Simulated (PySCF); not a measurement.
C₂H₆AlFO₂.
Atom-mapped SMILES: `[CH3:1][O:2][Al:3]([F:4])[O:5][CH3:6]` (hydrogens: H7, H8, H9 on C1; H10, H11, H12 on C6)

Theory: PySCF 2.14.0, PBE0-D3(BJ)/def2-SVP geometry optimisation, gas phase.

(1) List the bond lengths, angles and torsions at this level.

## Answers

(1) 
```
                  bond  length (Å)   order
          C1–O2, O5–C6       1.390  single
        O2–Al3, Al3–O5       1.678  single
                Al3–F4       1.656  single
C1–H7 and 5 like bonds       1.105  single
```

Bonds in one row agree within 0.01 Å and their mean is given. Orders are formal, as drawn. A selection of angles:
```
    angle  degrees
 O2–C1–H7    110.6
 O2–C1–H8    112.9
 H7–C1–H8    107.6
C1–O2–Al3    139.7
O2–Al3–F4    120.9
O2–Al3–O5    121.3
F4–Al3–O5    117.8
Al3–O5–C6    138.0
O5–C6–H10    110.4
```

Torsions: C1–O2–Al3–F4 2° (synperiplanar); O2–Al3–O5–C6 -3° (synperiplanar). The mirror-image conformer, all signs reversed, is as good.

Al3 (aluminium bonded to F and 2 O) is planar (angles 121.3°, 120.9° and 117.8°, sum 360.0°, 0.00 Å off the plane of its three neighbours). The 6 heavy atoms lie in one plane (0.012 Å rms). O2 (oxygen bonded to Al and C) is bent (angle 139.7°).

Point group: near Cs, missed by 0.11 Å at most; the miss may be what the optimiser left on a soft mode. PBE0-D3(BJ)/def2-SVP frequencies: not computed here. One conformer, not necessarily the lowest.

Hardware: one thread, Arm Neoverse V1 (aarch64), shared host. Cost: 2.0 min wall, 0.49 GiB resident at most. This is the geometry optimisation.
